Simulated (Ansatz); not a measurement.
Relaxation of F$_{2}$H$_{2}$SeSi$_{2}$ (7 atoms, charge 0, multiplicity 1), to a largest force component of 0.02 eV/Å in at most 50 steps.

Computed with RKS PBE0/def2-SVP in Ansatz.

```xyz
7
Properties=species:S:1:pos:R:3
F -0.217 -2.061 -1.123
Si -0.849 -0.650 -0.339
Se -0.275 1.295 -1.418
Si 0.818 0.603 0.542
F 2.297 -0.026 0.272
H -1.158 2.034 -2.426
H 0.465 1.400 1.741
```

Question: Where does it end, and by what steps?

Answer: It converged. After 12 steps the energy has fallen by 1.830 eV; H6 moved furthest, 1.06 Å.

```json
{"step": "0", "energy less start (eV)": "0.0000", "largest force component (eV/Å)": "2.932", "accepted": "yes"}
{"step": "1", "energy less start (eV)": "-0.8933", "largest force component (eV/Å)": "1.675", "accepted": "yes"}
{"step": "2", "energy less start (eV)": "-1.2554", "largest force component (eV/Å)": "1.412", "accepted": "yes"}
{"step": "3", "energy less start (eV)": "-1.4775", "largest force component (eV/Å)": "1.249", "accepted": "yes"}
{"step": "4", "energy less start (eV)": "-1.6382", "largest force component (eV/Å)": "1.096", "accepted": "yes"}
{"step": "5", "energy less start (eV)": "-1.7578", "largest force component (eV/Å)": "0.735", "accepted": "yes"}
{"step": "6", "energy less start (eV)": "-1.7690", "largest force component (eV/Å)": "0.635", "accepted": "yes"}
{"step": "7", "energy less start (eV)": "-1.8155", "largest force component (eV/Å)": "0.317", "accepted": "yes"}
{"step": "8", "energy less start (eV)": "-1.8239", "largest force component (eV/Å)": "0.169", "accepted": "yes"}
{"step": "9", "energy less start (eV)": "-1.8276", "largest force component (eV/Å)": "0.180", "accepted": "yes"}
{"step": "10", "energy less start (eV)": "-1.8292", "largest force component (eV/Å)": "0.073", "accepted": "yes"}
{"step": "11", "energy less start (eV)": "-1.8299", "largest force component (eV/Å)": "0.028", "accepted": "yes"}
{"step": "12", "energy less start (eV)": "-1.8300", "largest force component (eV/Å)": "0.014", "accepted": "yes"}
```

```xyz
7
Properties=species:S:1:pos:R:3
F -0.120 -2.046 -1.110
Si -1.130 -0.904 -0.476
Se 0.041 1.102 -1.824
Si 0.611 0.475 0.426
F 2.202 0.132 0.418
H -0.956 2.093 -1.388
H 0.436 1.741 1.203
```

Run time: 14 s on 2 threads of AMD EPYC 9R45 96-Core Processor (Zen 5), with other jobs on the host, peak memory 0.27 GiB.
